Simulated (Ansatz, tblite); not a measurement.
Clusters of 7 atoms, hydroxo: vertical EA (eV) at several levels, gas phase, relaxed structures; Ansatz, xTB through tblite. Clusters are the lowest isomers that short searches found in that spin, judged at the geometry's level. Core potentials for Cd, In, La, Mo, W in the def2 sets, no spin–orbit coupling. Raw xTB energies of ions are shifted by several eV. A negative affinity means that the extra electron isn't bound at that geometry and level; within about 0.2 eV of zero the sign isn't settled. The structures are stationary points that may keep the symmetry of their start. Remarks come from the PBE and PBE0 runs and from stability tests at other levels; not every state was tested. A HOMO above zero means that the electron is unbound at that level and held by the basis, or that self-interaction error raises the level; the energy of removing that electron tells which.

```tsv
species	state	geometry	GFN2-xTB	PBE-D4/def2-TZVPD	r2SCAN-D4/def2-TZVPD	PBE0-D4/def2-TZVPD	remarks
BO3H3	singlet to doublet	PBE-D4/def2-TZVP	1.50	0.59	0.53	0.55	HOMO above zero (-1 doublet)
Mg2O3H2	singlet to doublet	r2SCAN-D4/def2-SVP	5.88	1.19	1.12	1.05	HOMO above zero (-1 doublet)
LaO3H3 (with an O–O bond)	singlet to doublet	r2SCAN-D4/def2-SVP	6.22	0.43	0.36	0.39	HOMO above zero (-1 doublet)
InO3H3	singlet to doublet	PBE0-D4/def2-SVP	5.88	0.79	0.65	0.66	HOMO above zero (-1 doublet)
MoO4H2 (with an O–O bond)	singlet to doublet	PBE-D4/def2-SVP	5.64	0.84	0.98	1.32	HOMO above zero (-1 doublet)
WO4H2 (with an O–O bond)	singlet to doublet	PBE-D4/def2-SVP	4.73	0.54	0.61	0.83	HOMO above zero (-1 doublet)
GaO3H3	singlet to doublet	PBE-D4/def2-SVP	4.85	0.29	0.13	0.13	HOMO above zero (-1 doublet)
```

Q: Estimate the rows for Cd2O3H2 (singlet to doublet, r2SCAN-D4/def2-SVP geometry); AlO3H3 (singlet to doublet, PBE0-D4/def2-TZVP geometry); Ca2O3H2 (singlet to doublet, B3LYP-D4/def2-SVP geometry).

A: 
```csv
species,state,geometry,GFN2-xTB,PBE-D4/def2-TZVPD,r2SCAN-D4/def2-TZVPD,PBE0-D4/def2-TZVPD,remarks
Cd2O3H2,singlet to doublet,r2SCAN-D4/def2-SVP,5.47,0.81,0.70,0.64,HOMO above zero (-1 doublet)
AlO3H3,singlet to doublet,PBE0-D4/def2-TZVP,3.09,-0.09,-0.27,-0.25,HOMO above zero (-1 doublet)
Ca2O3H2,singlet to doublet,B3LYP-D4/def2-SVP,6.79,0.43,0.29,0.28,HOMO above zero (-1 doublet)
```

Over the 10 species that have every level, the mean is 5.01 at GFN2-xTB, 0.58 at PBE-D4/def2-TZVPD, 0.51 at r2SCAN-D4/def2-TZVPD, 0.56 at PBE0-D4/def2-TZVPD.
